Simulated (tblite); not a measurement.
Compound: C₅H₁₁BF₂O.
Atom-mapped SMILES: `[CH3:1][CH2:2][CH2:3][O:4][C@H:5]([CH3:6])[B:7]([F:8])[F:9]` (hydrogens: H10, H11, H12 on C1; H13, H14 on C2; H15, H16 on C3; H17 on C5; H18, H19, H20 on C6)

Computed with GFN2-xTB (tblite), gas phase: L-BFGS steps from a force-field or distance-geometry start until the largest atomic force falls under 0.01 eV/Å.

Step 14: E = -847.9798 eV
```
atom  x, y, z in Å  |  force x, y, z in eV/Å
C1      2.2567    0.7281    0.5315    0.037   0.055   0.036
C2      1.7294   -0.6806    0.2670    0.050  -0.026   0.068
C3      0.9152   -0.7400   -1.0258   -0.001  -0.031  -0.044
O4     -0.1840    0.1464   -1.0315    0.041   0.043  -0.115
C5     -1.1722   -0.0741   -0.0204   -0.084  -0.061  -0.025
C6     -2.5386   -0.3596   -0.6690   -0.182   0.009  -0.082
B7     -1.3597    1.1696    0.9773   -0.017  -0.002   0.019
F8     -1.3641    1.0083    2.2866    0.042  -0.013   0.002
F9     -1.6504    2.3912    0.5999    0.076  -0.008  -0.048
H10     2.2083    0.9630    1.5901   -0.022   0.055   0.046
H11     1.6509    1.4459   -0.0167   -0.023   0.056   0.082
H12     3.2904    0.8422    0.2195    0.019  -0.043  -0.124
H13     1.0888   -0.9928    1.0919    0.008   0.001   0.083
H14     2.5448   -1.3993    0.2103    0.059  -0.042  -0.069
H15     1.5299   -0.4269   -1.8734   -0.028   0.091   0.010
H16     0.5925   -1.7747   -1.2159   -0.114  -0.015   0.070
H17    -0.9007   -0.9665    0.5483    0.001  -0.103   0.125
H18    -2.5310   -1.2897   -1.2284    0.127  -0.055  -0.022
H19    -2.8085    0.4428   -1.3434    0.051   0.141  -0.106
H20    -3.3028   -0.4229    0.0992   -0.041  -0.053   0.096
```

Step 15: E = -847.9862 eV
```
atom  x, y, z in Å  |  force x, y, z in eV/Å
C1      2.2601    0.7296    0.5311    0.032   0.042   0.028
C2      1.7336   -0.6804    0.2663    0.048   0.023   0.075
C3      0.9126   -0.7420   -1.0225    0.036  -0.009  -0.007
O4     -0.1869    0.1423   -1.0269   -0.040  -0.021  -0.043
C5     -1.1811   -0.0786   -0.0197   -0.100  -0.001   0.077
C6     -2.5458   -0.3600   -0.6744   -0.122  -0.005  -0.089
B7     -1.3618    1.1693    0.9770    0.026  -0.016  -0.006
F8     -1.3564    1.0109    2.2859    0.031  -0.030   0.037
F9     -1.6352    2.3948    0.6023    0.054   0.018  -0.074
H10     2.2183    0.9553    1.5927   -0.022   0.083   0.014
H11     1.6492    1.4479   -0.0125   -0.013   0.043   0.118
H12     3.2921    0.8482    0.2123   -0.010  -0.054  -0.113
H13     1.0950   -0.9923    1.0934    0.026  -0.009   0.073
H14     2.5534   -1.3940    0.2059    0.031  -0.059  -0.065
H15     1.5186   -0.4204   -1.8710    0.028   0.070  -0.036
H16     0.6003   -1.7798   -1.2089   -0.154  -0.014   0.047
H17    -0.9189   -0.9667    0.5652    0.026  -0.067   0.011
H18    -2.5250   -1.2869   -1.2373    0.084  -0.084  -0.037
H19    -2.8114    0.4432   -1.3502    0.051   0.136  -0.081
H20    -3.3159   -0.4298    0.0883   -0.011  -0.046   0.074
```

Task: Estimate the geometry and energy of step 16. (The exact step hangs on the optimiser's Hessian estimate; all steps are aligned on step 15, rigid shifts and turns removed.)

Result: E = -847.9911 eV, largest force 0.156 eV/Å
```
atom  x, y, z in Å  |  force x, y, z in eV/Å
C1      2.2631    0.7316    0.5315    0.018   0.013   0.017
C2      1.7374   -0.6801    0.2671    0.028   0.047   0.049
C3      0.9112   -0.7436   -1.0201    0.039   0.017   0.032
O4     -0.1899    0.1389   -1.0240   -0.102  -0.076   0.040
C5     -1.1893   -0.0826   -0.0185   -0.089   0.034   0.115
C6     -2.5534   -0.3603   -0.6800   -0.029  -0.013  -0.066
B7     -1.3630    1.1691    0.9768    0.048  -0.027  -0.022
F8     -1.3499    1.0119    2.2857    0.023  -0.029   0.043
F9     -1.6227    2.3974    0.6023    0.043   0.020  -0.078
H10     2.2253    0.9512    1.5950   -0.004   0.098  -0.011
H11     1.6476    1.4504   -0.0071   -0.006   0.030   0.132
H12     3.2932    0.8515    0.2046   -0.033  -0.049  -0.089
H13     1.1000   -0.9921    1.0962    0.051  -0.014   0.051
H14     2.5602   -1.3909    0.2012   -0.004  -0.049  -0.049
H15     1.5107   -0.4141   -1.8697    0.053   0.032  -0.047
H16     0.6029   -1.7836   -1.2025   -0.153   0.008   0.027
H17    -0.9320   -0.9681    0.5781    0.026  -0.021  -0.088
H18    -2.5185   -1.2862   -1.2445    0.030  -0.067  -0.040
H19    -2.8125    0.4462   -1.3568    0.045   0.083  -0.032
H20    -3.3256   -0.4358    0.0818    0.015  -0.036   0.016
```

The energy changes by -0.0049 eV. The first-order estimate −F·Δx gives -0.0069 eV and the mean of the old and new forces, exact on a quadratic surface, -0.0049 eV. The step makes an angle of 68° with the force vector and moves no atom by more than 0.018 Å.

What follows is the cost of the whole relaxation. Hardware: one thread, Arm Neoverse V1 (aarch64), shared host. Cost: 1.2 s.
